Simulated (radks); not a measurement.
The mean radii <r> (bohr) of the occupied orbitals of an atom or ion are listed with their occupations. Method: non-relativistic Kohn-Sham, TPSS, spin-polarised, spherical densities, point nucleus; meta-GGA in the generalised Kohn-Sham scheme; computed with a radial shooting solver on a logarithmic mesh with Libxc functionals.

| orbital | occ. | <r> |
|---|---|---|
| 1s up | 1 | 0.1764 |
| 1s down | 1 | 0.1759 |
| 2s up | 1 | 0.9514 |
| 2s down | 1 | 0.9727 |
| 2p up | 3 | 0.9651 |
| 2p down | 1 | 1.014 |

Name the element and its charge. Open shells, if any, are filled with parallel spins first.

Answer. Z = 9, fluorine, charge +1: F+ in [He] 2s2 2p4. The 1s radius gives Z: for a bare nucleus <r> = 1.5/Z, 0.1667 bohr for Z = 9, and screening makes it slightly larger (0.1764 here). The occupations add up to 8, and the charge is Z minus that.
